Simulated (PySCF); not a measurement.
## Radial density of As³⁺ (arsenic, charge +3)

UHF, [Ar] 3d10 4s2, closed-shell 1S. Calculation: PySCF 2.14, in cc-pVTZ-DK (6s5p3d1f, 43 functions); scalar relativity by spin-free X2C-1e.

```
r (bohr)  4πr²ρ (e/bohr)
0.000740          0.2945
 0.00124          0.7268
 0.00209           1.757
 0.00352           4.110
 0.00592           9.104
 0.00996           18.32
  0.0168           31.24
  0.0282           40.45
  0.0474           36.48
  0.0798           34.26
   0.134           47.39
   0.226           32.96
   0.380           27.00
   0.638           26.08
    1.07           6.643
    1.81           1.615
    3.04          0.1845
    5.11       0.0005943
```

Densities and radii are taken from the X2C orbitals without a picture-change correction, which distorts them close to the nucleus.
